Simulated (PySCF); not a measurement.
Run record: excited-state job, bromoacetonitrile, `N#CCBr`.

Method: TDDFT wB97X-D/def2-SVPD, vertical, gas phase, core orbitals frozen in the response (PySCF 2.14.0, density-fitted response routines). Geometry: GFN2-xTB. A driver script takes a list of jobs; this job's settings line and coordinates (Å) are shown.

Input:
```
{"job": {"kind": "uv", "xc": "wB97X-D", "basis": "def2-SVPD", "nstates": 8, "ntriplets": 3}, "charge": 0, "multiplicity": 1}
N      2.128204     0.334777    -0.044864
C      1.017096     0.073039    -0.022701
C     -0.384007    -0.238102     0.004502
Br    -1.443406     1.420336     0.019259
H     -0.640966    -0.791425     0.909097
H     -0.673798    -0.796633    -0.886867
```

Output:
```
coarse grid: 27760 points
cycle   1  E = -2705.8125505882  dE = -5.893e-01  |g| = 5.673e-01  |ddm| = 3.176e+00
cycle   2  E = -2705.7024510474  dE =  1.101e-01  |g| = 9.457e-01  |ddm| = 1.707e+00
cycle   3  E = -2705.9004988533  dE = -1.980e-01  |g| = 5.691e-02  |ddm| = 9.966e-01
cycle   4  E = -2705.9011323762  dE = -6.335e-04  |g| = 3.406e-02  |ddm| = 1.404e-01
cycle   5  E = -2705.9014082334  dE = -2.759e-04  |g| = 6.414e-03  |ddm| = 5.391e-02
cycle   6  E = -2705.9014179931  dE = -9.760e-06  |g| = 1.674e-03  |ddm| = 1.410e-02
final grid: 57232 points
cycle   7  E = -2705.9014754779  dE = -1.510e-06  |g| = 1.041e-03  |ddm| = 8.466e-03
cycle   8  E = -2705.9014754021  dE =  7.586e-08  |g| = 1.362e-03  |ddm| = 2.136e-03
cycle   9  E = -2705.9014757482  dE = -3.461e-07  |g| = 2.110e-04  |ddm| = 1.413e-03
cycle  10  E = -2705.9014757594  dE = -1.118e-08  |g| = 9.982e-05  |ddm| = 3.433e-04
cycle  11  E = -2705.9014757628  dE = -3.392e-09  |g| = 1.408e-05  |ddm| = 2.849e-04
cycle  12  E = -2705.9014757629  dE = -7.913e-11  |g| = 5.650e-06  |ddm| = 3.796e-05
converged SCF energy = -2705.9014757629

Static polarisability (au): isotropic 49.807, principal 38.837 45.364 65.220

Singlet excitations
state   eV       nm        f      main configurations
  1   5.5373    223.9   0.00034   H->L 0.97
  2   5.5990    221.4   0.00393   H-1->L 0.96
  3   6.9682    177.9   0.00056   H-3->L 0.86
  4   7.4748    165.9   0.13285   H-2->L 0.76, H-3->L+2 0.13
  5   8.0091    154.8   0.05529   H->L+1 0.93
  6   8.0522    154.0   0.00044   H-2->L+2 0.53, H-1->L+2 0.31
  7   8.0745    153.6   0.06616   H-1->L+1 0.91
  8   8.3401    148.7   0.00217   H-4->L 0.88

Triplet excitations (Tamm-Dancoff, eV): 4.8873 4.9157 5.9603
```

The SCF starts on a coarse grid where the log names one; the energy can jump when the final grid takes over, and dE then counts from the start density on the new grid. H and L stand for HOMO and LUMO; the number after each pair is its weight.

Problem. Give S1 in cm⁻¹ and kJ/mol.

Solution. 5.5373 eV × 8065.54 = 44661 cm⁻¹; × 96.485 = 534.3 kJ/mol.

Problem. Which computed singlet has the largest oscillator strength, and what do all of them sum to?

Solution. State 4 at 7.47 eV (166 nm), f = 0.133; the 8 states sum to 0.262.

Summary of the converged run: HOMO -10.69 eV, LUMO 0.00 eV; lowest singlet 5.54 eV; lowest triplet 4.89 eV (Tamm–Dancoff); mean polarisability 49.8 au.

 Relativistic effects, spin–orbit coupling among them, are left out although an element past zinc is present.

Problem. How long does this job take on an Arm Neoverse V2 with one thread, shared host?

Solution. About 7.0 s.
Labels such as C1 count atoms from 1, the log's own numbers from 0.

Note: wB97X-D ran without an empirical dispersion term, which enters the total energy and its gradient alone.
